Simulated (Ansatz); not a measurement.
Frontier orbitals of `C#[C][Zr]([Cl])([Cl])[O]C`.

Charge 0, multiplicity 1. Correlated methods include outer-core shells of Zr, which these sets cover unevenly. Zr: def2 effective core potential. Geometry: relaxed with PBE0-D4/def2-TZVP. It is one conformer, not always the lowest. Basis def2-TZVPP, Ansatz.

A caution on the coupled-cluster cation, which keeps the state that its UHF reference found: it lies well above the hybrids' cation and may not be the lowest state.

| functional | HOMO (eV) | LUMO (eV) | gap (eV) |
| --- | --- | --- | --- |
| PBE | -7.08 | -2.89 | 4.19 |
| revPBE | -7.00 | -2.80 | 4.20 |
| BLYP | -6.89 | -2.75 | 4.14 |
| B97M-V | -7.32 | -2.73 | 4.59 |
| PBE0 | -8.30 | -2.13 | 6.17 |
| r2SCANh | -7.80 | -2.49 | 5.31 |
| r2SCAN0 | -8.49 | -2.06 | 6.43 |
| HSE06 (plane-wave form) | -7.90 | -2.51 | 5.39 |
| LC-ωPBE | -11.08 | 0.03 | 11.11 |
| ωB97M-V | -10.54 | -0.13 | 10.41 |

Problem. What is the vertical ionisation energy at frozen-core CCSD(T)/def2-TZVPP? (An estimate is asked.)

Solution. Computed: 10.52 eV (T1 of the cation 0.023).

From PBE to PBE0 the HOMO moves by −1.23 eV and the LUMO by +0.76 eV, and with ωB97M-V by −3.46 and +2.77 eV, so the gap grows from 4.18 to 10.41 eV with exact exchange. −ε(HOMO) differs from that ionisation energy by −3.45 eV with PBE and +0.02 eV with ωB97M-V.

LC-ωPBE has ω = 0.4 bohr⁻¹.
